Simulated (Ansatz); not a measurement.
H₈N₂Si₂Zn, SMILES `[NH2][Zn][N]([SiH3])[SiH3]`. The species carries charge 0 and has multiplicity 1. The structure was optimised at the PBE0-D4/def2-TZVP level. It is one conformer, not always the lowest.

```xyz
13

N    -0.119   -3.136   -0.620
Zn   -0.010   -1.367   -0.258
N    -0.029    0.433    0.073
Si   -1.492    1.305   -0.184
Si    1.424    1.171    0.627
H    -0.009   -3.770    0.158
H     0.437   -3.482   -1.389
H    -1.980    1.957    1.064
H    -2.539    0.356   -0.659
H    -1.331    2.377   -1.207
H     1.260    1.800    1.968
H     1.905    2.232   -0.303
H     2.483    0.126    0.730
```

Problem. What is the dipole moment at PBE/def2-TZVPP? (Estimate.)

Solution. The calculation gave: 1.76 D, with components (0.77, -1.57, -0.07) D in this frame, pointing from negative to positive charge.

Problem. And with r2SCAN, B3LYP, ωB97M-V? (Estimate.)

Solution. Computed: r2SCAN 1.75 D, B3LYP 1.70 D, ωB97M-V 1.71 D.

Problem. Give the Mulliken charges with PBE, B3LYP, ωB97M-V in def2-TZVPP. (Estimate.)

Solution. Computed: 
| atom | PBE | B3LYP | ωB97M-V |
| --- | --- | --- | --- |
| N1 | -0.40 | -0.43 | -0.40 |
| Zn2 | 0.20 | 0.32 | 0.38 |
| N3 | -0.19 | -0.31 | -0.39 |
| Si4 | 0.24 | 0.31 | 0.22 |
| Si5 | 0.25 | 0.32 | 0.22 |
| H6 | 0.14 | 0.13 | 0.11 |
| H7 | 0.14 | 0.13 | 0.11 |
| H8 | -0.07 | -0.08 | -0.04 |
| H9 | -0.06 | -0.08 | -0.03 |
| H10 | -0.07 | -0.08 | -0.04 |
| H11 | -0.07 | -0.08 | -0.04 |
| H12 | -0.07 | -0.08 | -0.04 |
| H13 | -0.06 | -0.09 | -0.04 |

B3LYP here is the variant with VWN-RPA as its local correlation; programs differ in this.
